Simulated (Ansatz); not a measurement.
Species: sum formula BNH₅, charge -1, multiplicity 1. It need not be the lowest isomer of its formula. Whether it binds its extra electron was not tested at this geometry. 
Structure (B3LYP-D3(BJ)/def2-TZVP (Ansatz, an electronic-structure program) minimum search):
SMILES: [BH3-]N
```xyz
7

B     -0.7935     0.0734    -0.0069
N      0.7583    -0.1831     0.0344
H     -1.3106    -0.6699    -0.8536
H     -1.1126     1.2529    -0.2929
H     -1.2830    -0.1883     1.1016
H      1.1939     0.4521     0.6999
H      1.1719     0.0676    -0.8613
```
Charge -1, spin multiplicity 1.

Parts of the frozen-core correlation energy in STO-3G (Ansatz, hartree). Frozen orbitals: 2; correlated occupied orbitals by spin: 7 and 7; virtual: 6 and 6. No spin-orbit coupling. No relativistic terms.

| term | value |
|---|---|
| reference (HF) | -80.88563 |
| MP2 opposite-spin | -0.08121 |
| MP2 same-spin | -0.00671 |
| CCSD correlation | -0.12045 |
| (T) | -0.00068 |
| FCI minus CCSD(T) | -0.00023 |
| T1 diagnostic | 0.005 |
| largest doubles amplitude | 0.046 |
